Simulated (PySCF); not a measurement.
Ga(F)(Br)(Me) (CH3BrFGa), SMILES [CH3][Ga]([F])[Br].

Geometry: B3LYP-D3(BJ)/def2-SVP.

Two levels are set side by side: TDA-PBE/def2-SVPD (PySCF) and TDA-LC-ωPBE/def2-SVPD (PySCF). Vertical, same geometry. The lowest singlet is HOMO→LUMO+1 99 % with PBE and HOMO→LUMO+1 87 % with the other functional; states are paired by order. Differences are taken from unrounded values.

| quantity | TDA-LC-ωPBE |
|---|---|
| lowest singlet excitation (eV) | 6.70 |
| lowest triplet excitation (TDA) (eV) | 6.20 |
| first bright state (f over 0.05) (eV) | 6.81 |
| its oscillator strength | 0.06 |

What does TDA-PBE give, and how far is it from TDA-LC-ωPBE? (The exact figures need the calculation; the answer reports its results.)


```
quantity                               TDA-PBE  TDA-PBE minus TDA-LC-ωPBE
-------------------------------------  -------  -------------------------
lowest singlet excitation (eV)            5.31                      -1.39
lowest triplet excitation (TDA) (eV)      5.02                      -1.18
first bright state (f over 0.05) (eV)     6.62                      -0.19
its oscillator strength                   0.29                       0.24
```

A lower first singlet is the usual sign of a functional without exact exchange. Differences between two approximate levels are no errors against the true value.

Rough cost on one machine, each run with all the roots and properties that it gave: TDA-LC-ωPBE against TDA-PBE about 3 times.
